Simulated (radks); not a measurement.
Values are calculated unless marked as measured or tabulated.
Task: Spherical jellium clusters: N electrons in a uniform positive sphere of charge N and radius rs N^(1/3), rs unknown. Level of theory: non-relativistic Kohn-Sham, LDA (Slater exchange, Perdew-Wang correlation), spin-polarised, spherical densities (a radial shooting solver with Libxc functionals). Levels are named by radial order and angular momentum (1s, 1p, 1d, 2s, ...), and open shells are averaged over m. Each electron was tried in the lowest free levels, single moves between levels near the top were tried too, and the lowest total energy was kept; such a search can miss a lower state. IP is vertical, at fixed background; rs is in bohr. The values of IP (eV) for N = 2 to 12 are 5.347, 3.832, 4.389, 4.701, 4.266, 4.561, 4.753, 3.446, 3.699, 3.898, 4.058. Estimate rs.

Result: rs = 3.93 bohr. A metal sphere has IP near W + 1/(2R) hartree with R = rs N^(1/3), and both terms fall as rs grows; shell closures ride on that trend.
